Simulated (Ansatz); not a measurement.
Input for Ansatz (a first-principles code): R-revPBE/def2-TZVPP on CrF2O2 (SMILES [O]=[Cr](=[O])([F])[F]).

Ansatz 0.2 input:
```yaml
crystal:
  periodic: [false, false, false]
  atoms:
    - {symbol: Cr, position_ang: [0.03223962, -0.00030693, 0.00007847]}
    - {symbol: O, position_ang: [0.94413711, 0.87621301, 0.89380018]}
    - {symbol: O, position_ang: [0.93155409, -0.89413453, -0.88924027]}
    - {symbol: F, position_ang: [-0.94208356, 1.00200646, -0.98822772]}
    - {symbol: F, position_ang: [-0.96584725, -0.98377801, 0.98358936]}
basis:
  gaussian:
    orbitals: def2-TZVPP
hamiltonian:
  xc: {name: revPBE}
scf: {lower_state_search: off}
```

Problem. What total energy does the run end on?

Solution. -1394.7139 hartree.
